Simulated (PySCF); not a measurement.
**Two-component Hartree-Fock for Eu³⁴⁺ (europium, charge +34)**

Start: [Ar] 3d10 4s1; 4s1/2 filled at m_j = +1/2. Calculated with PySCF 2.14 in an even-tempered Gaussian basis (17 s from 3.5 bohr⁻², ratio 2.8; 13 p from 4.6 bohr⁻², ratio 2.8; 8 d from 8.1 bohr⁻², ratio 2.8; 4 f from 19 bohr⁻², ratio 3): generalised Hartree-Fock with the X2C-1e Hamiltonian and a Gaussian nucleus; one run each with spin-orbit coupling (SO) switched off, then screened by Boettger's factors.

| spinor shell | electrons | ε, spin-free (eV) | ε, screened SO (eV) | weight of nominal j (screened SO) | rms radius, screened SO (bohr) |
| --- | --- | --- | --- | --- | --- |
| 1s1/2 | 2 | -50141.1 | -50133.1 | 1.000 | 0.0254 |
| 2s1/2 | 2 | -9471.3 | -9468.9 | 1.000 | 0.103 |
| 2p1/2 | 2 | -8584.3 | -9042.7 | 1.000 | 0.0879 |
| 2p3/2 | 4 | -8584.3 | -8387.5 | 1.000 | 0.0942 |
| 3s1/2 | 2 | -3104.5 | -3103.9 | 1.000 | 0.263 |
| 3p1/2 | 2 | -2821.5 | -2920.7 | 1.000 | 0.253 |
| 3p3/2 | 4 | -2821.5 | -2778.5 | 1.000 | 0.265 |
| 3d3/2 | 4 | -2455.4 | -2473.7 | 1.000 | 0.235 |
| 4s1/2 | 1 | -1443.8 | -1443.7 | 1.000 | 0.556 |

**Question.** Where does 3d5/2 lie, and what is the 3d spin-orbit splitting (screened SO)?

**Answer.** At -2442.9 eV, 30.841 eV above 3d3/2.

```json
{"quantity": "E (hartree)", "spin-free": "-10180.08586", "screened SO": "-10186.47165"}
{"quantity": "M_J", "spin-free": "1/2", "screened SO": "1/2"}
{"quantity": "⟨J²⟩", "spin-free": "0.750", "screened SO": "0.750"}
{"quantity": "⟨L²⟩", "spin-free": "0.000", "screened SO": "0.030"}
{"quantity": "⟨S²⟩", "spin-free": "0.750", "screened SO": "0.780"}
```

Each row is a mean over spinors that exchange with the open shell spreads, by up to 4.553 eV (3s1/2).

Breit and QED terms are absent; they matter most for the inner s and p1/2 levels.

Densities and radii are taken from the X2C orbitals without a picture-change correction, which distorts them close to the nucleus.

Without spin-orbit coupling the j labels of p, d and f shells carry no meaning; the spin-free column gives the mean over the occupied spinors of each nl shell.
